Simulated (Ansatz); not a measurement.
Calculated with Ansatz (gas phase, PBE0-D4/def2-TZVP geometries, no zero-point term in ΔE). CBS: MP2 limit from def2 TZ/QZ plus the TZ coupled-cluster correction, frozen cores. This one scheme is used for every species. DFT in def2-TZVPP. B3LYP here is the variant with VWN-RPA as its local correlation; programs differ in this. For Ge outer-core shells are correlated without core-valence functions, which leaves a few kJ/mol of doubt a bond. Scalar relativity is left out up to krypton. One conformer a species, not always the lowest.

Reaction (ligand exchange at a Ge–Cl bond): `[NH2][GeH2][Cl]` + `N[SiH2]N` → `N[SiH2][NH][GeH2][NH2]` + HCl

`[NH2][GeH2][Cl]`:

Z-matrix (Å, degrees):
```
Ge
Cl 1 2.176
N 1 1.818 2 112.8
H 1 1.530 2 105.8 3 -118.7
H 1 1.530 2 105.8 3 118.7
H 3 1.010 1 115.0 2 -64.0
H 3 1.010 1 115.0 2 64.0
```

`N[SiH2]N`:

Z-matrix (Å, degrees):
```
Si
N 1 1.711
N 1 1.711 2 108.5
H 1 1.493 2 103.5 3 -125.0
H 1 1.493 2 117.1 3 116.6
H 2 1.006 1 120.5 3 150.7
H 2 1.007 1 121.6 3 -58.1
H 3 1.006 1 120.5 2 150.7
H 3 1.007 1 121.6 2 -58.1
```

`N[SiH2][NH][GeH2][NH2]`:

Z-matrix (Å, degrees):
```
Si
N 1 1.711
N 1 1.712 2 111.0
H 1 1.495 2 103.0 3 125.0
H 1 1.491 2 115.4 3 -117.5
Ge 2 1.844 1 126.4 3 -134.3
H 2 1.010 1 117.9 3 53.9
H 3 1.007 1 121.8 2 59.5
H 3 1.006 1 120.4 2 -149.5
N 6 1.836 2 115.9 1 -69.8
H 6 1.534 2 108.4 1 48.8
H 6 1.536 2 105.7 1 171.4
H 10 1.011 6 114.0 2 70.4
H 10 1.011 6 114.8 2 -55.8
```

HCl:

Cartesian coordinates in Å:
```
Cl 0.057 -0.624 0.127
H -0.057 0.624 -0.127
```

Problem. Is it downhill or uphill in electronic energy at CCSD(T)/CBS, and by how much? (Estimate.)

Solution. Ansatz gave: Uphill: ΔE = +14.5 kcal/mol.

Problem. What do these levels give: r2SCAN-D4, PBE0-D4, B3LYP-D4, B2PLYP, PBE, r2SCAN, PBE0, MP2/def2-TZVPP, CCSD/def2-TZVPP, CCSD(T)/def2-TZVPP, HF/CBS(def2), CCSD/CBS(def2)? (Estimate.)

Solution. Computed: r2SCAN-D4 16.8, PBE0-D4 16.5, B3LYP-D4 16.2, B2PLYP 16.4, PBE 17.7, r2SCAN 17.3, PBE0 17.6, MP2/def2-TZVPP 14.0, CCSD/def2-TZVPP 14.0, CCSD(T)/def2-TZVPP 13.5, HF/CBS(def2) 18.5, CCSD/CBS(def2) 15.0 kcal/mol.

Largest T1 diagnostic among the species: 0.011.

The D4 term adds −1.9 kcal/mol with B3LYP and −1.1 kcal/mol with PBE0; it sums over pairs of atoms, weighted by their polarisabilities, and B3LYP, whose exchange is more repulsive, gets the larger term. In def2-TZVPP, CCSD(T) changes the Hartree–Fock value by −5.0 kcal/mol (the triples alone add −0.5 kcal/mol) and MP2 by −4.5 kcal/mol.
